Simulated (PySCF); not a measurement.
# `C=C1C[C@H](C)[C@@H](Cl)[SiH2]1`, C6H11ClSi

Geometry:
```
atom   x (Å)   y (Å)   z (Å)
  C1  -2.399  -1.282   0.769
  C2  -1.411  -0.481   0.400
  C3   0.029  -0.711   0.780
  C4   0.934  -0.153  -0.325
  C5   2.400  -0.124   0.089
  C6   0.396   1.235  -0.672
 Cl7   1.059   1.802  -2.234
 Si8  -1.514   1.063  -0.683
  H9  -3.420  -1.085   0.487
 H10  -2.234  -2.165   1.369
 H11   0.234  -1.768   0.956
 H12   0.234  -0.171   1.710
 H13   0.826  -0.790  -1.210
 H14   2.757  -1.128   0.307
 H15   3.008   0.292  -0.711
 H16   2.532   0.491   0.978
 H17   0.745   1.961   0.064
 H18  -2.022   0.811  -2.029
 H19  -2.161   2.214  -0.053
```

The calculation used TDDFT BHandHLYP/def2-SVPD circular dichroism and optical rotation, one conformer, gas phase in PySCF 2.14.0. Geometry: GFN2-xTB.

(1) Draw the ECD and absorption spectra from the lowest 12 states, each a Gaussian of half-width 0.2 eV at 1/e height.

Results:

(1) 
```csv
E (eV),λ (nm),Δε (L mol⁻¹ cm⁻¹),ε (L mol⁻¹ cm⁻¹)
5.88,211,+0.07,1.73
6.03,206,+1.63,42
6.18,201,+12.79,340
6.33,196,+32.74,1230
6.48,191,+28.03,5670
6.63,187,+10.29,20800
6.78,183,-1.82,28300
6.93,179,-14.83,14700
7.08,175,-7.99,4730
7.23,171,+9.11,2130
7.38,168,+22.08,2550
7.53,165,+10.53,2500
7.68,161,-9.11,2030
7.83,158,-4.73,2650
7.98,155,+5.92,3280
8.13,153,+2.39,1880
```
Δε uses R in velocity form, ε uses f in length form. Only the states computed contribute, so the short-wavelength end is incomplete.
